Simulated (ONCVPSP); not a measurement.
## Configuration tests for B (ONCV)

```json
{
 "Element": "boron (B)",
 "Generator": "ONCVPSP 4.0.1",
 "Type": "optimised norm-conserving Vanderbilt (ONCV)",
 "Functional": "LDA (Perdew-Wang 92)",
 "Relativity": "scalar-relativistic",
 "Frozen core": "[He]",
 "Valence charge": "3",
 "Reference configuration": "2s2 2p1",
 "Partial waves": "2s: rc 1.55 bohr, ncon 4, nbas 8, qcut 4.5 1/bohr, local; 2p: rc 3.90 bohr, ncon 3, nbas 6, qcut 3 1/bohr, 2 projectors, debl 1 Ha; d scattering state at 0.02 Ha: rc 3.20 bohr, ncon 4, nbas 8, qcut 2.6 1/bohr, 2 projectors, debl 2.9 Ha",
 "Local potential": "the s channel",
 "Core correction": "Teter function, fcfact 4.75, rcfact 1.05"
}
```

Energies are relative to the spin-unpolarised reference configuration 2s2 2p1; without spin polarisation the order of configurations can differ from experiment.

| valence configuration | charge | ΔE all-electron (eV) | error AE − PS (meV) |
| --- | --- | --- | --- |
| 2s2 2p0 | +1 | 8.321 | +340 |
| 2s1 2p0 | +2 | 33.619 | +977 |
| 2s2 2p0.5 | +0.5 | 2.940 | +60 |

(1) What are ΔE and the potential's error for 2s1 2p2?

## Answers

(1) ΔE = 5.685 eV all-electron; the error (AE − PS) is -75 meV.
